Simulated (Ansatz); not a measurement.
Cost and result up the ladder for the cluster KBi₂ (3 atoms). Charge 0, multiplicity 2. Geometry: r2SCAN-D4/def2-TZVP.

Cartesian coordinates in Å:
```
K -1.7356 -0.3532 1.1983
Bi 1.2290 1.2046 0.2401
Bi 0.5066 -0.8514 -1.4384
```

Ansatz on 4 threads of Intel Xeon on a shared host. Times are rough, and most runs start from the orbitals of an earlier one. PBE0-D4/def2-TZVPD serves as the yardstick here, not as an exact answer. Differences are given only for rows in sets of like size (and for xTB, whose basis is part of the method), since another set adds its own error. Binding counts from free atoms at the same level (K doublet, Bi quartet; other spins of the atoms weren't run), without zero-point energy or a counterpoise term.

In the def2 sets Bi takes a core potential; there is no spin–orbit coupling. B3LYP takes the VWN-RPA correlation. HSE06 is defined as in plane-wave codes, on full-range PBE exchange. Correlated methods freeze 13 core orbitals; core or outer-core shells of K, Bi are correlated, in sets that lack core-valence functions. The structure comes from a short search, and lower isomers may exist.

Run but left out: r2SCAN0-D4/def2-TZVP, PBE-QIDH/def2-TZVP, MP2/def2-TZVP, CCSD(T)/def2-TZVPP (⟨S²⟩ 1.08 to 1.51, where a pure state has 0.75).

Correlated methods converge slowly with the basis.

```csv
level,functions,wall time,binding energy per atom (eV),difference from PBE0-D4/def2-TZVPD (eV),remarks
PBE-D4/def2-SVP,76,2.3 s,1.32,–,–
PBE-D4/def2-TZVP,133,2.9 s,1.37,0.16,–
PBE-D4/def2-TZVPD,148,4 s,1.37,0.16,–
PBE0-D4/def2-SVP,76,5.5 s,1.16,–,–
RPA@PBE/def2-TZVP,133,6.5 s,1.07,-0.14,–
B3LYP-D4/def2-TZVP,133,8.5 s,1.30,0.09,–
PBE0-D4/def2-TZVP,133,9 s,1.21,0.00,–
r2SCAN-D4/def2-TZVP (with forces),133,9 s,1.18,-0.03,spin-contaminated (⟨S²⟩ 0.87)
r2SCANh-D4/def2-TZVP,133,11 s,1.14,-0.07,spin-contaminated (⟨S²⟩ 0.96)
HSE06-D4/def2-TZVP,133,11 s,1.21,0.00,–
r2SCAN-D4/def2-TZVPD,148,12 s,1.18,-0.03,spin-contaminated (⟨S²⟩ 0.87)
PBE0-D4/def2-TZVPD,148,14 s,1.21,0.00,–
```
